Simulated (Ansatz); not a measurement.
`OC=C=[CH][InH2]` at its PBE0-D4/def2-TZVP geometry, where that method's forces vanish. The species carries charge 0 and has multiplicity 1. In takes the def2 core potential.

| atom | x (Å) | y (Å) | z (Å) |
| --- | --- | --- | --- |
| O1 | 2.472 | -0.347 | 1.127 |
| C2 | 1.141 | -0.625 | 1.272 |
| C3 | 0.253 | -0.682 | 0.312 |
| C4 | -0.648 | -0.658 | -0.629 |
| In5 | -1.700 | 1.169 | -1.043 |
| H6 | 2.655 | -0.193 | 0.195 |
| H7 | 0.874 | -0.819 | 2.304 |
| H8 | -0.873 | -1.574 | -1.176 |
| H9 | -2.957 | 1.179 | -2.225 |
| H10 | -1.216 | 2.551 | -0.138 |

Q: For each bond, give half the difference of the two atoms' forces along it (eV/Å; positive pushes the atoms apart) under PBE-D4, r2SCAN-D4, B3LYP-D4, ωB97M-V in def2-TZVPP. (Best estimate.)

A: Computed: 
```json
{"bond": "O1–C2", "length (Å)": "1.368", "PBE-D4": "0.27", "r2SCAN-D4": "0.29", "B3LYP-D4": "0.36", "ωB97M-V": "0.34"}
{"bond": "O1–H6", "length (Å)": "0.962", "PBE-D4": "0.41", "r2SCAN-D4": "0.01", "B3LYP-D4": "-0.04", "ωB97M-V": "-0.14"}
{"bond": "C2–C3", "length (Å)": "1.308", "PBE-D4": "0.14", "r2SCAN-D4": "0.03", "B3LYP-D4": "-0.07", "ωB97M-V": "-0.14"}
{"bond": "C2–H7", "length (Å)": "1.083", "PBE-D4": "-0.01", "r2SCAN-D4": "-0.12", "B3LYP-D4": "-0.17", "ωB97M-V": "-0.17"}
{"bond": "C3–C4", "length (Å)": "1.303", "PBE-D4": "0.07", "r2SCAN-D4": "-0.01", "B3LYP-D4": "-0.04", "ωB97M-V": "0.20"}
{"bond": "C4–In5", "length (Å)": "2.149", "PBE-D4": "-0.01", "r2SCAN-D4": "0.04", "B3LYP-D4": "0.19", "ωB97M-V": "-0.05"}
{"bond": "C4–H8", "length (Å)": "1.090", "PBE-D4": "0.05", "r2SCAN-D4": "-0.02", "B3LYP-D4": "-0.11", "ωB97M-V": "-0.11"}
{"bond": "In5–H9", "length (Å)": "1.726", "PBE-D4": "0.04", "r2SCAN-D4": "-0.04", "B3LYP-D4": "-0.01", "ωB97M-V": "-0.06"}
{"bond": "In5–H10", "length (Å)": "1.722", "PBE-D4": "0.06", "r2SCAN-D4": "-0.03", "B3LYP-D4": "0.01", "ωB97M-V": "-0.06"}
```

B3LYP here is the variant with VWN-RPA as its local correlation; programs differ in this.
